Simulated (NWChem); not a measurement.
System: C$_{2}$H$_{8}$BN; SMILES N(C)(C)B

NWChem printed, in part:

```
             Northwest Computational Chemistry Package (NWChem) 7.3.0
             --------------------------------------------------------

                             Geometry "geometry" -> ""
                             -------------------------

 Output coordinates in angstroms (scale by  1.889725989 to convert to a.u.)

  No.       Tag          Charge          X              Y              Z
 ---- ---------------- ---------- -------------- -------------- --------------
    1 B                    5.0000    -0.00002300     1.54021400     0.00002300
    2 H                    1.0000    -1.04633900     2.12235000     0.00030600
    3 H                    1.0000     1.04627500     2.12238200    -0.00019400
    4 N                    7.0000    -0.00000200     0.14718300    -0.00009000
    5 C                    6.0000     1.21708800    -0.65570900    -0.00014800
    6 C                    6.0000    -1.21706700    -0.65574600     0.00005600
    7 H                    1.0000     1.26007000    -1.30324200     0.88728900
    8 H                    1.0000     1.25892300    -1.30457000    -0.88672000
    9 H                    1.0000     2.09092300    -0.00212800    -0.00161300
   10 H                    1.0000    -1.25997400    -1.30342200    -0.88728500
   11 H                    1.0000    -1.25893900    -1.30446600     0.88672400
   12 H                    1.0000    -2.09092200    -0.00219200     0.00126900

 Effective nuclear repulsion energy (a.u.)     121.1524485260

                              NWChem Property Module
                              ----------------------

                                 NWChem DFT Module
                                 -----------------

 Summary of "ao basis" -> "ao basis" (spherical)
 ------------------------------------------------------------------------------
       Tag                 Description            Shells   Functions and Types
 ---------------- ------------------------------  ------  ---------------------
 B                          def2-svp                 6       14   3s2p1d
 H                          def2-svp                 3        5   2s1p
 N                          def2-svp                 6       14   3s2p1d
 C                          def2-svp                 6       14   3s2p1d

            General Information
            -------------------
          SCF calculation type: DFT
          Wavefunction type:  closed shell.
          No. of atoms     :    12
          No. of electrons :    32
           Alpha electrons :    16
            Beta electrons :    16
          Charge           :     0
          Spin multiplicity:     1
          Use of symmetry is: off; symmetry adaption is: off
          Maximum number of iterations: 150
          AO basis - number of functions:    96
                     number of shells:    48
          Convergence on energy requested:  1.00D-06
          Convergence on density requested:  1.00D-05
          Convergence on gradient requested:  5.00D-04

              XC Information
              --------------
                         B3LYP Method XC Potential
                     Hartree-Fock (Exact) Exchange  0.200
                        Slater Exchange Functional  0.800 local
                    Becke 1988 Exchange Functional  0.720 non-local
              Lee-Yang-Parr Correlation Functional  0.810
                  VWN I RPA Correlation Functional  0.190 local

             Grid Information
             ----------------
          Grid used for XC integration:  medium
          Radial quadrature: Mura-Knowles
          Angular quadrature: Lebedev.
          Tag              B.-S. Rad. Rad. Pts. Rad. Cut. Ang. Pts.
          ---              ---------- --------- --------- ---------
          B                   0.85       49          10.0       434
          H                   0.35       45          11.0       434
          N                   0.65       49           7.0       434
          C                   0.70       49          10.0       434
          Grid pruning is: on
          Number of quadrature shells:   556
          Spatial weights used:  Erf1

      Superposition of Atomic Density Guess
      -------------------------------------

 Sum of atomic energies:        -157.99202938

      Non-variational initial energy
      ------------------------------

 Total energy =    -160.572647
 1-e energy   =    -450.296548
 2-e energy   =     168.571452
 HOMO         =      -0.307299
 LUMO         =       0.020320

   convergence    iter        energy       DeltaE   RMS-Dens  Diis-err
 ---------------- ----- ----------------- --------- --------- ---------
 d= 0,ls=0.0,diis     1   -160.4999307669 -2.82D+02  6.67D-03  2.91D-01
 d= 0,ls=0.0,diis     2   -160.5330892184 -3.32D-02  2.28D-03  5.02D-02
 d= 0,ls=0.0,diis     3   -160.5342822360 -1.19D-03  1.11D-03  4.44D-02
 d= 0,ls=0.0,diis     4   -160.5387772082 -4.49D-03  3.02D-04  1.59D-03
 d= 0,ls=0.0,diis     5   -160.5389560380 -1.79D-04  7.39D-05  9.15D-05
  Resetting Diis
 d= 0,ls=0.0,diis     6   -160.5389684492 -1.24D-05  1.28D-05  1.27D-06
 d= 0,ls=0.0,diis     7   -160.5389686366 -1.87D-07  6.93D-06  1.31D-07

         Total DFT energy =     -160.538968636637
      One electron energy =     -454.229058856152
           Coulomb energy =      197.341122141381
    Exchange-Corr. energy =      -24.803480447845
 Nuclear repulsion energy =      121.152448525978

 Numeric. integr. density =       32.000003308612

                       DFT Final Molecular Orbital Analysis
                       ------------------------------------

 Vector   14  Occ=2.000000D+00  E=-3.691719D-01
              MO Center= -1.3D-05,  6.7D-01, -4.2D-05, r^2= 3.3D+00
   Bfn.  Coefficient  Atom+Function         Bfn.  Coefficient  Atom+Function
  ----- ------------  ---------------      ----- ------------  ---------------
     5      0.349709   1 B  py               29     -0.342249   4 N  py
    43     -0.197364   5 C  py               57     -0.197366   6 C  py
    15     -0.175076   2 H  s                20     -0.175077   3 H  s
    77     -0.116890   9 H  s                92     -0.116892  12 H  s
    32      0.103073   4 N  py               72      0.103289   8 H  s

 Vector   15  Occ=2.000000D+00  E=-3.118407D-01
              MO Center= -2.6D-05,  1.7D+00,  3.0D-05, r^2= 2.2D+00
   Bfn.  Coefficient  Atom+Function         Bfn.  Coefficient  Atom+Function
  ----- ------------  ---------------      ----- ------------  ---------------
     4      0.391792   1 B  px               15      0.317460   2 H  s
    20     -0.317460   3 H  s                16      0.183236   2 H  s
    21     -0.183236   3 H  s                43      0.113097   5 C  py
    57     -0.113098   6 C  py                7     -0.107580   1 B  px
    28     -0.100983   4 N  px               31      0.062303   4 N  px

 Vector   16  Occ=2.000000D+00  E=-2.623203D-01
              MO Center= -6.4D-07,  5.1D-02, -5.3D-05, r^2= 2.2D+00
   Bfn.  Coefficient  Atom+Function         Bfn.  Coefficient  Atom+Function
  ----- ------------  ---------------      ----- ------------  ---------------
    30      0.489210   4 N  pz               33     -0.370334   4 N  pz
     6      0.237444   1 B  pz               67      0.154790   7 H  s
    72     -0.154679   8 H  s                82     -0.154776  10 H  s
    87      0.154694  11 H  s                 9     -0.139976   1 B  pz
    68      0.125165   7 H  s                73     -0.125136   8 H  s

 Vector   17  Occ=0.000000D+00  E= 9.071311D-03
              MO Center= -1.9D-05,  1.3D+00,  1.1D-04, r^2= 3.1D+00
   Bfn.  Coefficient  Atom+Function         Bfn.  Coefficient  Atom+Function
  ----- ------------  ---------------      ----- ------------  ---------------
     9      0.687908   1 B  pz                6     -0.454556   1 B  pz
    33     -0.365987   4 N  pz               30      0.299417   4 N  pz
    68      0.192594   7 H  s                73     -0.192048   8 H  s
    83     -0.192436  10 H  s                88      0.192206  11 H  s
    47     -0.117568   5 C  pz               61     -0.117568   6 C  pz

 Vector   18  Occ=0.000000D+00  E= 5.262224D-02
              MO Center=  1.8D-05, -1.1D+00, -8.7D-05, r^2= 6.2D+00
   Bfn.  Coefficient  Atom+Function         Bfn.  Coefficient  Atom+Function
  ----- ------------  ---------------      ----- ------------  ---------------
    41      1.643222   5 C  s                55      1.643221   6 C  s
    68     -0.856914   7 H  s                73     -0.856960   8 H  s
    83     -0.856945  10 H  s                88     -0.856928  11 H  s
    78     -0.544499   9 H  s                93     -0.544499  12 H  s
     3     -0.337817   1 B  s                46     -0.291001   5 C  py

 Vector   19  Occ=0.000000D+00  E= 1.043367D-01
              MO Center=  4.1D-05, -1.0D+00,  3.3D-06, r^2= 7.5D+00
   Bfn.  Coefficient  Atom+Function         Bfn.  Coefficient  Atom+Function
  ----- ------------  ---------------      ----- ------------  ---------------
    41      2.212699   5 C  s                55     -2.212687   6 C  s
    68     -1.010882   7 H  s                73     -1.011150   8 H  s
    83      1.010843  10 H  s                88      1.011234  11 H  s
    78     -0.795305   9 H  s                93      0.795245  12 H  s
    31     -0.335725   4 N  px               16     -0.283984   2 H  s

     Multipole analysis of the density
     ---------------------------------

     L   x y z        total         alpha         beta         nuclear
     -   - - -        -----         -----         ----         -------
     0   0 0 0     -0.000000    -16.000000    -16.000000     32.000000

     1   1 0 0      0.000013     -0.000007     -0.000007      0.000026
     1   0 1 0     -0.842207     -0.314649     -0.314649     -0.212910
     1   0 0 1      0.000006      0.001223      0.001223     -0.002440

     2   2 0 0    -19.293596    -72.236641    -72.236641    125.179687
     2   1 1 0      0.000049     -0.000032     -0.000032      0.000112
     2   1 0 1     -0.000864      0.007925      0.007925     -0.016713
     2   0 2 0    -22.465235    -70.123835    -70.123835    117.782434
     2   0 1 1     -0.000081     -0.001694     -0.001694      0.003307
     2   0 0 2    -20.269494    -15.754018    -15.754018     11.238542

 *** CALLING NEW AORESP DRIVER FOR CLOSED AND OPEN SHELLS ***
 Entering AOResponse driver routine

--------------------------------------------------------------------------------

          -----------------------------------------------
          Solving response equations for perturbing field
          -----------------------------------------------

 number of frequencies:     1
 frequency in a.u.:  0.7730000E-01
 Perturbing field: electric
 Using El. Dipole Length Gauge

 Setting up CPKS with frequency omega =      0.07730000 a.u.

                            NWChem Dynamic CPHF Module
                            --------------------------

    scftype = RHF
    nclosed =   16
      nopen =    0
  variables =     2560
  num. vecs =        3
  tolerance =   1.0D-04
  max. iter =   50

 SCF residual:    4.8083032992111703E-004

Iterative solution of linear equations
  No. of variables     2560
  No. of equations        3
  Maximum subspace       30
       Convergence  1.0D-04

   iter   nsub   residual    time
   ----  ------  --------  ---------
     1      3    3.49D+00      18.2
     2      6    2.31D+00      24.8
     3      9    4.99D-01      31.4
     4     12    1.32D-01      37.7
     5     15    3.36D-02      44.0
     6     18    7.87D-03      51.2
     7     21    1.41D-03      58.3
     8     24    1.25D-04      65.2
     9     27    2.40D-05      72.2

 Electric Dipole Response Matrix (nonzero elements):

              1        2        3
    1   46.2532  -0.0002  -0.0035
    2   -0.0002  57.1476   0.0008
    3   -0.0035   0.0008  34.0765

 ------------------------------------------
 average:        45.82577 + I       0.00000

 DFT Linear Response polarizability / au
 Frequency  =       0.0773000 / au
 Wavelength =     589.4353558 / nm
              X              Y              Z
 -----------------------------------------------
 X      46.2532495     -0.0001643     -0.0034754
 Y      -0.0001643     57.1475932      0.0008374
 Z      -0.0034754      0.0008397     34.0764645
 -----------------------------------------------
 Eigenvalues =      46.2532505     57.1475932     34.0764635
 Isotropic   =      45.8257691
 Anisotropic =      19.9904712
 -----------------------------------------------

 Magnetic Dipole Response Matrix (nonzero elements):
```

Level: B3LYP/def2-SVP. All runs use the structure optimised with B3LYP/6-31G* (spherical d).

Q: Write an input that gives this output.

A: One answer among several that fit: the input that was run:
```
start job
memory heap 200 mb stack 900 mb global 1100 mb
geometry units angstroms noautosym nocenter noautoz
  B     -0.000023     1.540214     0.000023
  H     -1.046339     2.122350     0.000306
  H      1.046275     2.122382    -0.000194
  N     -0.000002     0.147183    -0.000090
  C      1.217088    -0.655709    -0.000148
  C     -1.217067    -0.655746     0.000056
  H      1.260070    -1.303242     0.887289
  H      1.258923    -1.304570    -0.886720
  H      2.090923    -0.002128    -0.001613
  H     -1.259974    -1.303422    -0.887285
  H     -1.258939    -1.304466     0.886724
  H     -2.090922    -0.002192     0.001269
end
basis spherical
  B library def2-svp
  H library def2-svp
  N library def2-svp
  C library def2-svp
end
dft
  xc b3lyp
  iterations 150
end
property
  response 1 0.0773
end
task dft property
```
